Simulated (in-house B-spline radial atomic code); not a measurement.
Settings and results of a run for neutral samarium (an excited or competing configuration). Method: scalar-relativistic (X2C) PW91, spin-polarised, spherical fractional occupations, Fermi nucleus of rms radius 5.0819 fm. Calculated with a radial B-spline atomic code at the basis-set limit.

Command:
```bash
python run_scf.py task.json out
```
Settings (nuclear radius in fm, mass in u):
```
Z                62
configuration    [Kr] 4d10 4f6 5s2 5p5 6s2 7f1
hamiltonian      x2c
method           pw91,pw91
spin_polarised   True
nucleus          fermi
rms_radius       5.0819
atomic_mass      151.91974
speed_of_light   137.035999084
```

Output (hartree, bohr):
```
 radial grid: 92 intervals, B-splines of order 8, outer radius 144.5 bohr

 iter        energy (Eh)    residual
    1      -10400.362208    6.35e-01
    2      -10404.961655    9.49e-01
    3      -10425.952485    1.33e-01
    4      -10426.621608    4.98e-02
    5      -10426.698837    3.32e-02
    6      -10426.715710    7.72e-03
    7      -10426.718804    2.49e-03
    8      -10426.719097    4.41e-04
    9      -10426.719158    9.94e-05
   10      -10426.719191    4.85e-05
   11      -10426.719190    1.31e-04
   12      -10426.719181    1.53e-04
   13      -10426.719174    1.06e-04
   14      -10426.719166    5.91e-05
   15      -10426.719166    5.19e-05
   16      -10426.719165    2.10e-05
   17      -10426.719166    8.66e-06
   18      -10426.719166    5.45e-06
   19      -10426.719166    3.33e-06
   20      -10426.719166    1.48e-06
   21      -10426.719166    2.22e-06
   22      -10426.719166    5.79e-07

 total energy                    -10426.71917
 kinetic                           11309.7478
 electron-nucleus                 -25535.5753
 Hartree                            4038.6600
 exchange-correlation               -239.5516

 orbital      occ     eigenvalue          <r>       <r^2>       <1/r>       r_max
 1s up      1.000     -1711.5875    0.0220453 0.000671418     73.5268     0.01366
 1s down    1.000     -1711.5850    0.0220453 0.000671417     73.5269     0.01366
 2s up      1.000      -279.9825    0.0963595   0.0110233     16.9287     0.08203
 2s down    1.000      -279.9802     0.096358   0.0110229     16.9289     0.08203
 2p up      3.000      -250.2155     0.085055  0.00884677     15.0768     0.06591
 2p down    3.000      -250.2127    0.0850539  0.00884645     15.0768     0.06591
 3s up      1.000       -61.6435     0.254677   0.0742498     6.06235      0.2339
 3s down    1.000       -61.5724     0.254495   0.0741412     6.06766      0.2338
 3p up      3.000       -52.2986      0.25291   0.0742374     5.54249       0.229
 3p down    3.000       -52.2278     0.252689   0.0741045     5.54766      0.2289
 3d up      5.000       -39.4370      0.23108   0.0628329     5.21513      0.1877
 3d down    5.000       -39.3819     0.230811   0.0626734     5.21998      0.1876
 4s up      1.000       -12.5959     0.579647     0.37945      2.5035      0.5401
 4s down    1.000       -12.4181     0.579446    0.379167     2.50367      0.5399
 4p up      3.000        -9.5171     0.613347    0.428115     2.26396      0.5632
 4p down    3.000        -9.3391     0.613115    0.427792     2.26418      0.5629
 4d up      5.000        -5.1519     0.671682    0.523753     1.97466      0.5883
 4d down    5.000        -4.9733     0.671696    0.523993     1.97449      0.5878
 4f up      6.000        -0.5126     0.953706     1.19892     1.39133      0.6137
 5s up      1.000        -1.9947      1.38978     2.16919    0.963132       1.254
 5s down    1.000        -1.8614      1.41016     2.23656    0.947098       1.264
 5p up      3.000        -1.2373      1.60898     2.93076    0.813845       1.414
 5p down    2.000        -1.1277      1.64908     3.08685    0.792057       1.434
 6s up      1.000        -0.3372      3.62623     14.7373    0.349848       3.238
 6s down    1.000        -0.3199      3.73813     15.6504    0.338094       3.346
 7f up      1.000        -0.0121       39.647     1798.46   0.0374357       45.86
```

Cost of the run: 1.5 s on 1 thread of Arm Neoverse V1, on a shared host.

One-electron X2C: radii and densities carry no picture-change correction, so inner-shell <1/r> comes out high (for 1s by about 2 % at Z = 33, 5 % at 54, 10 % at 75, 30 % at 118) and <r> low.
